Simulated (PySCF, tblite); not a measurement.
Isomers of C4H6F2O, one GFN2-xTB conformer each. Single-point energies are computed at PBE0/pcSseg-1 (PySCF, gas phase, no added dispersion term), electronic only.

| SMILES | GFN2-xTB relative energy (kJ/mol) |
| --- | --- |
| FC[C@@H]1C[C@@H](F)O1 | 48.2 |
| CC(C)(F)C(=O)F | 0.0 |

Conformers: `[F:1][CH2:2][C@@H:3]1[CH2:4][C@@H:5]([F:6])[O:7]1` with F1–C2–C3–C4 -76°; `[CH3:1][C:2]([CH3:3])([F:4])[C:5](=[O:6])[F:7]` with C1–C2–C5–O6 -120°.

Question: What does PBE0/pcSseg-1 give for the same structures?

Answer: 
```
               SMILES  PBE0/pcSseg-1 E (Eh)  PBE0/pcSseg-1 (kJ/mol)  GFN2-xTB (kJ/mol)  point group
       CC(C)(F)C(=O)F            -430.46685                     0.0                0.0            –
FC[C@@H]1C[C@@H](F)O1            -430.41545                   135.0               48.2           C1
```

Both levels put the same isomer lowest. As drawn, the lower has a C=O bond, which the higher lacks; the higher has a four-membered ring, which the lower lacks.

Question: Which frontier levels, dipoles and rotational constants go with these structures?

Answer: 
```
               SMILES  HOMO (eV, PBE0/pcSseg-1)  LUMO (eV)  dipole (D)     A, B, C (MHz)
       CC(C)(F)C(=O)F                     -9.10      -0.65        3.37  3425, 2366, 2011
FC[C@@H]1C[C@@H](F)O1                     -8.43       1.44        1.59  8328, 1402, 1294
```

Question: What happens when harmonic zero-point energies from GFN2-xTB frequencies are added?

Answer: 
```csv
SMILES,ZPE (kJ/mol),electronic (kJ/mol),with ZPE (kJ/mol)
CC(C)(F)C(=O)F,248.9,0.0,0.0
FC[C@@H]1C[C@@H](F)O1,254.3,135.0,140.4
```

The zero-point energies span 5.4 kJ/mol. The order is unchanged.
